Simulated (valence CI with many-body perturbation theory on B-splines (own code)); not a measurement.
Results of a calculation; reference values are marked as such.
**Basis-set convergence for V X**

Method: valence CI with perturbative core correlation (CI+MBPT): four valence electrons over a frozen Dirac-Fock core [Ne], radial functions for each j: 9 s, 9 p, 8 d, 6 f, 3 g, 1 h, with the one-electron correlation potential Σ1, the two-electron term Σ2, the three-electron term Σ3, Breit, model QED; selected CI, second order for the rest, scaled by the run's own slope (own B-spline code, finite nucleus).

No measured levels were compared; by estimate levels of excited configurations hold to 0.05 to 0.15 % of their energy, terms of the ground configuration to about 0.5 %.

The reference run has the lowest level 3s2 3p2 3P_0 and an ionisation energy of 229.543 eV. Its largest variational space holds 20124 state functions.

Names give the largest LS component (configuration and term), which can be under half, so a name can repeat, a term be missing and a line seem to break the LS rules; names also repeat where a configuration has a term twice.

Changed runs:
A. basis 6 s, 6 p, 5 d, 3 f, 1 g
B. basis 5 s, 5 p, 4 d, 2 f

Excitation energies of the reference run in cm⁻¹, and shifts in cm⁻¹:

```csv
Level,Reference,A,B
3s2 3p2 3P_1,4185,-4.8,-13
3s2 3p2 3P_2,9436,-1.5,+1.9
3s2 3p2 1D_2,32655,+116,+437
3s2 3p2 1S_0,68042,+183,+595
3s 3p3 5S°_2,161216,-180,-564
3s 3p3 3D°_1,220960,+3.0,+58
3s 3p3 3D°_2,221057,+3.6,+61
3s 3p3 3D°_3,222086,+3.9,+59
3s 3p3 3P°_0,254054,+77,+309
3s 3p3 3P°_1,254265,+76,+304
3s 3p3 3P°_2,254449,+73,+291
3s 3p3 1D°_2,279966,+66,+131
Ionisation energy (eV),229.543,-0.018,-0.052
```
